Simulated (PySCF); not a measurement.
TaCl₂, SMILES [Ta]([Cl])[Cl] (connectivity only; charge and spin as stated), neutral, multiplicity 4.

Geometry: B3LYP-D3(BJ)/def2-TZVP. The spin state was assumed, not searched. The def2 effective core potentials stand for the cores of Ta; spin–orbit coupling is left out.

Method: B3LYP-D3(BJ)/def2-TZVP in PySCF.

Frequencies are harmonic and unscaled.

Modes within 1.5 cm⁻¹ of each other (mostly degenerate sets) share a row, with their intensities summed.

Question: Give all harmonic wavenumbers and intensities. (The exact figures need the calculation; the answer reports its results.)

Answer: 
| mode | ν (cm⁻¹) | IR (km/mol) | moving atoms (share of kinetic energy) |
|---|---|---|---|
| 1–2 | 29 | 3.6 | Cl 72 %, Ta 28 % |
| 3 | 366 | 0.0 | Cl 100 % |
| 4 | 383 | 139.7 | Cl 72 %, Ta 28 % |
